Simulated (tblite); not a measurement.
Compound: C₅H₆BClS.
SMILES with atom numbers: `[CH3:1][c:2]1[cH:3][s:4][c:5]([BH:6][Cl:7])[cH:8]1` (hydrogens: H9, H10, H11 on C1; H12 on C3; H13 on B6; H14 on C8)

Computed with GFN2-xTB (tblite), gas phase: L-BFGS steps from a force-field or distance-geometry start until the largest atomic force falls under 0.01 eV/Å.

Step 3: E = -620.8694 eV
```
atom  x, y, z in Å  |  force x, y, z in eV/Å
C1     -2.2083   -0.5981    0.2504    0.134   0.064  -0.034
C2     -0.9152    0.1217    0.0778    0.095  -0.042  -0.011
C3     -0.8086    1.4653   -0.1356    0.334   0.127  -0.061
S4      0.8306    1.9619   -0.3506    0.016  -0.497   0.111
C5      1.4294    0.2978   -0.1432   -0.259   0.301  -0.063
B6      2.9179   -0.0742   -0.2198   -0.164   0.309  -0.006
Cl7     3.4334   -1.6971   -0.0273   -0.170   0.281  -0.029
C8      0.3394   -0.5178    0.0680    0.116   0.014  -0.037
H9     -2.5593   -0.9215   -0.7250   -0.148  -0.102  -0.064
H10    -2.0724   -1.4658    0.8822   -0.021  -0.157   0.072
H11    -2.9462    0.0564    0.6937   -0.183   0.076   0.038
H12    -1.6188    2.1775   -0.1867    0.292  -0.090   0.012
H13     3.7195    0.7707   -0.4083   -0.015  -0.189   0.019
H14     0.4580   -1.5772    0.2022   -0.028  -0.094   0.051
```

Step 4: E = -620.8868 eV
```
atom  x, y, z in Å  |  force x, y, z in eV/Å
C1     -2.2070   -0.5973    0.2500    0.027   0.026   0.009
C2     -0.9139    0.1194    0.0781    0.107   0.049  -0.041
C3     -0.7998    1.4638   -0.1368    0.200  -0.005  -0.018
S4      0.8338    1.9556   -0.3485    0.070  -0.290   0.064
C5      1.4258    0.3008   -0.1450   -0.119   0.191  -0.040
B6      2.9147   -0.0713   -0.2187   -0.296   0.441  -0.030
Cl7     3.4241   -1.6766   -0.0297   -0.070  -0.076   0.017
C8      0.3400   -0.5181    0.0670    0.063  -0.088  -0.010
H9     -2.5631   -0.9238   -0.7233   -0.118  -0.082  -0.063
H10    -2.0734   -1.4676    0.8817   -0.019  -0.108   0.056
H11    -2.9496    0.0564    0.6930   -0.108   0.042   0.018
H12    -1.6074    2.1739   -0.1863    0.199   0.000   0.004
H13     3.7179    0.7622   -0.4074    0.073  -0.019  -0.007
H14     0.4570   -1.5778    0.2037   -0.008  -0.081   0.041
```

Step 5: E = -620.8985 eV
```
atom  x, y, z in Å  |  force x, y, z in eV/Å
C1     -2.2059   -0.5966    0.2500   -0.060  -0.004   0.019
C2     -0.9106    0.1192    0.0773    0.021  -0.105  -0.022
C3     -0.7899    1.4619   -0.1379    0.001   0.018   0.003
S4      0.8376    1.9461   -0.3459    0.122   0.070  -0.006
C5      1.4216    0.3067   -0.1471   -0.045  -0.073   0.010
B6      2.9064   -0.0607   -0.2185   -0.211   0.291  -0.028
Cl7     3.4164   -1.6642   -0.0310   -0.060  -0.162   0.031
C8      0.3410   -0.5207    0.0662    0.021  -0.057  -0.005
H9     -2.5679   -0.9270   -0.7231   -0.060  -0.039   0.004
H10    -2.0744   -1.4706    0.8823   -0.018  -0.013   0.008
H11    -2.9538    0.0571    0.6928   -0.007  -0.015  -0.017
H12    -1.5957    2.1717   -0.1860    0.155   0.046  -0.002
H13     3.7184    0.7563   -0.4069    0.123   0.127  -0.028
H14     0.4562   -1.5796    0.2055    0.018  -0.086   0.033
```

Step 6: E = -620.9027 eV
```
atom  x, y, z in Å  |  force x, y, z in eV/Å
C1     -2.2063   -0.5964    0.2501   -0.070  -0.037   0.010
C2     -0.9093    0.1170    0.0768   -0.014  -0.012  -0.032
C3     -0.7859    1.4617   -0.1383    0.003  -0.101   0.022
S4      0.8409    1.9437   -0.3449    0.072   0.158  -0.019
C5      1.4190    0.3077   -0.1477    0.008  -0.096   0.016
B6      2.9005   -0.0526   -0.2189   -0.048   0.124  -0.022
Cl7     3.4122   -1.6615   -0.0310   -0.083  -0.091   0.024
C8      0.3416   -0.5224    0.0658   -0.039  -0.102   0.009
H9     -2.5707   -0.9287   -0.7228   -0.038  -0.021   0.030
H10    -2.0752   -1.4719    0.8826   -0.023   0.022  -0.008
H11    -2.9556    0.0571    0.6924    0.021  -0.022  -0.021
H12    -1.5887    2.1716   -0.1859    0.090   0.092  -0.005
H13     3.7205    0.7562   -0.4072    0.093   0.149  -0.027
H14     0.4562   -1.5818    0.2067    0.029  -0.061   0.024
```

**Question.** Estimate the geometry and energy of step 7. (The exact step hangs on the optimiser's Hessian estimate; all steps are aligned on step 6, rigid shifts and turns removed.)

**Answer.** E = -620.9058 eV, largest force 0.138 eV/Å
```
atom  x, y, z in Å  |  force x, y, z in eV/Å
C1     -2.2077   -0.5971    0.2503   -0.036  -0.027  -0.010
C2     -0.9087    0.1154    0.0757   -0.046  -0.053  -0.019
C3     -0.7821    1.4592   -0.1382   -0.020  -0.014   0.009
S4      0.8446    1.9444   -0.3445    0.001   0.108  -0.009
C5      1.4169    0.3070   -0.1479    0.009  -0.068   0.017
B6      2.8957   -0.0446   -0.2195    0.117  -0.020  -0.017
Cl7     3.4069   -1.6598   -0.0307   -0.096  -0.013   0.014
C8      0.3414   -0.5258    0.0656   -0.045  -0.052   0.003
H9     -2.5737   -0.9306   -0.7218   -0.028  -0.015   0.031
H10    -2.0762   -1.4726    0.8826   -0.023   0.025  -0.003
H11    -2.9567    0.0568    0.6918    0.022  -0.014  -0.013
H12    -1.5814    2.1733   -0.1859    0.075   0.074  -0.002
H13     3.7237    0.7584   -0.4079    0.037   0.132  -0.019
H14     0.4567   -1.5846    0.2082    0.032  -0.062   0.019
```

The energy changes by -0.0031 eV. The first-order estimate −F·Δx gives -0.0046 eV and the mean of the old and new forces, exact on a quadratic surface, -0.0031 eV. The step makes an angle of 47° with the force vector and moves no atom by more than 0.009 Å.

The cost below is that of the whole relaxation. On an Intel Xeon at 2.50 GHz with one thread, no GPU, shared host with 64 logical CPUs at a one-minute load of 63, this took 1.8 s wall, 1.5 s CPU.
